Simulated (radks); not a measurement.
The mean radii <r> (bohr) of the occupied orbitals of an atom or ion are listed with their occupations. All-electron calculation, scalar-relativistic Kohn-Sham, BLYP, spin-polarised, spherical densities, finite nucleus; Fermi nuclear charge, rms radius of each element as measured or else 0.836 A^(1/3) + 0.57 fm. Program: a radial shooting solver on a logarithmic mesh with Libxc functionals.

| orbital | occ. | <r> |
|---|---|---|
| 1s up | 1 | 0.01744 |
| 1s down | 1 | 0.01744 |
| 2s up | 1 | 0.07361 |
| 2s down | 1 | 0.07361 |
| 2p up | 3 | 0.06623 |
| 2p down | 3 | 0.06623 |
| 3s up | 1 | 0.1904 |
| 3s down | 1 | 0.1904 |
| 3p up | 3 | 0.1912 |
| 3p down | 3 | 0.1912 |
| 3d up | 5 | 0.1732 |
| 3d down | 5 | 0.1732 |
| 4s up | 1 | 0.4230 |
| 4s down | 1 | 0.4230 |
| 4p up | 3 | 0.4500 |
| 4p down | 3 | 0.4498 |
| 4d up | 5 | 0.4769 |
| 4d down | 5 | 0.4764 |
| 5s up | 1 | 0.9281 |
| 5s down | 1 | 0.9267 |
| 4f up | 7 | 0.5220 |
| 4f down | 7 | 0.5197 |
| 5p up | 3 | 1.028 |
| 5p down | 1 | 1.028 |

Name the element and its charge. Open shells, if any, are filled with parallel spins first.

Answer. Z = 77, iridium, charge +11: Ir11+ in [Kr] 4d10 4f14 5s2 5p4. The 1s radius gives Z: for a bare nucleus <r> = (2 gamma + 1)/(2Z) with gamma = sqrt(1 - (Z/c)^2), 0.01724 bohr for Z = 77, and screening makes it slightly larger (0.01744 here). The occupations add up to 66, and the charge is Z minus that.
